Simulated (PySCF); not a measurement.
# Diatomics with 55 electrons

PBE0 in PySCF with def2-SVPD on every atom (core potentials on Rb, Sr, I), for the lowest determinant that a PBE0 search found; no spin–orbit coupling. All have 55 electrons, 9 of them in the valence shells, and the same state, a doublet (σ ↑). For ions De leads to the atom and ion picked by measured ionisation energies and electron affinities.

| species | difference of nuclear charges | Re (Å) | ωe (cm⁻¹) | k (mdyn/Å) | De (eV) | dissociates to |
| --- | --- | --- | --- | --- | --- | --- |
| CaSe⁻ | 14 | 2.545 | 316 | 1.57 | 2.69 | Ca + Se⁻ |
| RbCl⁻ | 20 | 3.007 | 171 | 0.424 | 1.23 | Rb + Cl⁻ |
| SrS⁻ | 22 | 2.562 | 344 | 1.63 | 2.66 | Sr + S⁻ |
| HI⁻ | 52 | 2.420 | 517 | 0.157 | 0.20 | H + I⁻ |
| SrCl | 21 | 2.617 | 299 | 1.31 | 4.37 | Sr + Cl |

Weak bonds: HI⁻. Basis-set superposition, not corrected here, can be much of De in a small basis, most of all at correlated wavefunction levels. These are scalar-relativistic numbers at best; spin–orbit coupling would shift them, the dissociation energy most. For an ion De counts to the pair picked by the measured ionisation energies or electron affinities, which need not be the lowest pair at this level. The highest Kohn–Sham level is positive in some of these anions. Much of that is self-interaction error, but it also means that the finite basis helps to hold the extra electron. States were picked by a PBE0 search and need not be the measured ground states.
